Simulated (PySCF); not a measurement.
# Tb(III) with more and more NH2

Computed with PySCF 2.14.0, PBE0, def2-SVP on the ligands, density fitting, scalar-relativistic core potentials, no spin-orbit coupling, vacuum. The metal has lcecp-1-SVP with ECP54. Each complex is relaxed within the symmetry of its template. Distances are means of the shortest metal–ligand contacts, charges and spins Mulliken's; removal energies are rigid, with the ligand's formal charge and no counterpoise, so too large; for an anion taken off a cation in vacuum most of it is the attraction of opposite charges, and multiply charged cations can part far more cheaply with an electron moved from ligand to metal. lcecp potentials hold a fixed number of 4f electrons in the core, out of states, spins and gaps.

```
    complex  point group  M–NH2 (Å)  charge on M (e)  dipole (D)  removal of one NH2 (eV)  strongest infrared band, degenerate modes summed (cm⁻¹)  unstable modes (below −25 cm⁻¹)
[Tb(NH2)2]+          C2v      2.081             1.21           –                    17.06                                                      633                                0
[Tb(NH2)4]−           S4      2.266             0.64           –                     5.24                                                        –                        not given
```

Q: What does the calculation give for Tb(NH2)3?

A: point group: nearly C3v, M–NH2 (Å): 2.186, charge on M (e): 0.92, dipole (D): 0.22, removal of one NH2 (eV): 10.61, unstable modes (below −25 cm⁻¹): not given.
```xyz
10

Tb   -0.0062    0.0113   -0.0844
N     2.1782    0.0017    0.0058
H     2.8003    0.8013    0.1335
H     2.7963   -0.8094   -0.0478
N    -1.0970    1.8863    0.1902
H    -0.6980    2.8158    0.3289
H    -2.1076    2.0215    0.2363
N    -1.0887   -1.8811   -0.2384
H    -2.0979   -2.0343   -0.2081
H    -0.6794   -2.8132   -0.3160
```

The more ligands, the longer each bond and the weaker the last ligand is held.

Moved off a saddle point of the template and relaxed again: [Tb(NH2)2]+, Tb(NH2)3, [Tb(NH2)4]−. One start shape was tried for each, so a minimum needn't be the lowest isomer.
